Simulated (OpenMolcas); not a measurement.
## What dynamic correlation does to the levels of Ru⁺

```yaml
Program: OpenMolcas 26.06
Basis: ANO-RCC-VTZP [7s6p4d2f1g]
Scalar_Hamiltonian: DKH2, point nucleus
Active_space: 7 electrons in 11 orbitals (4d 5s 5d)
State_averaging: 2S+1 = 4 even, 15 roots; 2S+1 = 6 even, 5 roots kept (CI in the orbitals of an earlier block); 2S+1 = 2 even, 28 roots kept (CI in the orbitals of an earlier block)
Spin-orbit_coupling: RASSI with atomic mean-field integrals over the reference wave functions, term energies averaged over their components
```

Methods on the same reference wave functions:
A. CASSCF
B. SS-CASPT2, IPEA 0.25 Eh, imaginary shift 0.1 Eh (closed shells correlated: 4s 4p)

Energies in eV above 4d7 4F 9/2, the measured ground level; measured values from NIST Handbook of Basic Atomic Spectroscopic Data.

```json
{"Level": "4d7 4F 9/2", "A": "0.0000", "B": "0.0000", "Measured": "0.0000"}
{"Level": "4d7 4F 7/2", "A": "0.1796", "B": "0.1819", "Measured": "0.1888"}
{"Level": "4d7 4F 5/2", "A": "0.2996", "B": "0.300", "Measured": "0.3092"}
{"Level": "4d7 4F 3/2", "A": "0.3750", "B": "0.372", "Measured": "0.3849"}
{"Level": "4d6 5s 6D 9/2", "A": "0.9973", "B": "0.936", "Measured": "1.1346"}
{"Level": "4d6 5s 6D 7/2", "A": "1.1078", "B": "1.046", "Measured": "1.2585"}
{"Level": "4d6 5s 6D 5/2", "A": "1.1860", "B": "1.144", "Measured": "1.3454"}
{"Level": "4d6 5s 6D 3/2", "A": "1.2369", "B": "1.212", "Measured": "1.4015"}
{"Level": "4d6 5s 6D 1/2 [73 %]", "A": "1.2737", "B": "1.273", "Measured": "1.4387"}
{"Level": "4d7 4P 5/2", "A": "1.3587", "B": "1.013", "Measured": "1.0237"}
{"Level": "4d7 4P 3/2", "A": "1.4053", "B": "1.037", "Measured": "1.0511"}
{"Level": "4d7 4P 1/2 [70 %]", "A": "1.5125", "B": "1.124", "Measured": "1.1622"}
{"Level": "4d7 2G 9/2", "A": "1.5911", "B": "1.385", "Measured": ""}
{"Level": "4d7 2G 7/2", "A": "1.7665", "B": "1.561", "Measured": ""}
{"Level": "4d7 2P 3/2 [60 %]", "A": "1.9901", "B": "1.631", "Measured": ""}
{"Level": "4d7 2H 11/2", "A": "2.1508", "B": "1.905", "Measured": ""}
{"Level": "4d7 2D 5/2", "A": "2.1886", "B": "1.852", "Measured": ""}
{"Level": "4d7 2P 1/2", "A": "2.2329", "B": "1.858", "Measured": ""}
{"Level": "4d7 2H 9/2", "A": "2.3157", "B": "2.072", "Measured": ""}
```

Deviations, from unrounded energies. A percentage is the sum of absolute deviations over the sum of measured energies, with the sign that they share, or ± where signs differ.

```json
{"Against measurement": "mean absolute deviation (cm-1)", "Levels": "11", "A": "1400", "B": "780"}
{"Against measurement": "fine structure of the ground term (%)", "Levels": "3", "A": "-3.3", "B": "-3.4"}
{"Against measurement": "other terms of the ground configuration (%)", "Levels": "3", "A": "+32.1", "B": "-2.0"}
{"Against measurement": "other configurations (%)", "Levels": "5", "A": "-11.8", "B": "-14.7"}
```

B lies closest to measurement on these levels. The largest miss of B in the table is 4d6 5s 6D 7/2, by -1700 cm-1. The ranking rests on the paired levels alone, and a cruder setting can come out closer through cancelling errors.

From A to B the spin-free energies of the other terms of 4d7 shown, above 4F, scale by factors of 0.73 to 0.88, as is usual when dynamic correlation screens the repulsion within a d or f shell.

The lowest spin-free term lies below A's lowest term by 0.427 hartree in B.

CASPT2 does not keep the components of a term degenerate, so their means are used; among the terms shown or strongly mixed into the levels shown the widest spread is 400 cm-1 (4d7 4F, B). Some levels mix across a computed gap that differs much from the measured one, so their mixing is not that of the real levels. Terms from blocks run as CI alone lack orbitals of their own. Active for correlation alone: 5d; no level in the range computed is led by a configuration that fills it, so any true level of that kind is missing. Without dynamic correlation excited terms often stand tens of per cent too high (terms of higher spin than the ground term too low), and those without a measured partner can miss by more than the paired ones (holds for A). Measured partners are found by configuration, term and J. A level has none where our copy of the source lacks it or the pairing is in doubt (some pairs that miss far off the trend of their configuration count as doubtful), and it then counts in no deviation. Only configurations of the active space appear. Levels that lie high or do not pair safely by name in every column are left out.

A share in square brackets marks a mixed level and gives the weight of the term that names it, the lowest over the columns.
